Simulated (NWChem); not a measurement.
C$_{4}$H$_{9}$S, doublet; SMILES [CH](C)SCC

```xyz
14

C      0.0242     2.7549     0.0712
C     -0.5402     1.3813     0.0029
S      0.5305     0.0277     0.0335
C     -0.6411    -1.3618     0.0452
C      0.1084    -2.6803     0.0224
H      0.3793     3.1271    -0.9108
H     -0.7349     3.4693     0.4271
H      0.8818     2.8058     0.7617
H     -1.5538     1.2136    -0.3758
H     -1.2689    -1.2751     0.9458
H     -1.2978    -1.2665    -0.8347
H     -0.5998    -3.5226     0.0305
H      0.7649    -2.7822     0.9000
H      0.7327    -2.7696    -0.8796
```
Atoms are numbered in this order, from 1.

All runs: NWChem. Spin-unrestricted. Structure relaxed at the PBE0/def2-SVP, spin-unrestricted level. No stability test was run on the SCF state. COSMO at B3LYP/def2-SVP, default radii, gas-phase geometry; f = (ε − 1)/ε scales the surface charges.

| row | f | electrostatic solvation energy (kcal/mol) |
|---|---|---|
| ε = 1.5 | 0.3333 | -0.71 |
| ε = 2.4 | 0.5833 | withheld |
| ε = 7.6 | 0.8684 | -2.01 |
| ε = 25.0 | 0.9600 | -2.25 |
| ε = 37.5 | 0.9733 | -2.29 |

Problem. Fit a straight line of the last column on the one before it, predict the withheld value, and compare with the run.

Solution. 
1. Means of the 4 shown rows: x = 0.78375, y = -1.815. Slope Σ(x − x̄)(y − ȳ)/Σ(x − x̄)² = -0.6810/0.2771 = -2.458; intercept 0.111.
2. The shown rows scatter about the line by 0.008 (root mean square); the largest residual is +0.01, at ε = 7.6.
3. At x = 0.5833 (ε = 2.4; inside the shown range) the line gives -1.32.
4. The run gives -1.29, +0.03 from the line.
